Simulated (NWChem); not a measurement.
Molecule: C$_{2}$HCl$_{3}$Si; SMILES C#C[Si](Cl)(Cl)Cl

Task: Give the equilibrium geometry at PBE0/def2-SVP (NWChem) as an XYZ file, with the point group.

Result: point group Cs; any orientation.
```
7

C      0.0002    -3.0443     0.1517
C      0.0001    -1.8299     0.0926
Si     0.0000    -0.0224     0.0009
Cl    -0.3278     0.7662     1.8564
Cl    -1.4763     0.6051    -1.2638
Cl     1.8040     0.6345    -0.6967
H      0.0002    -4.1196     0.2038
```
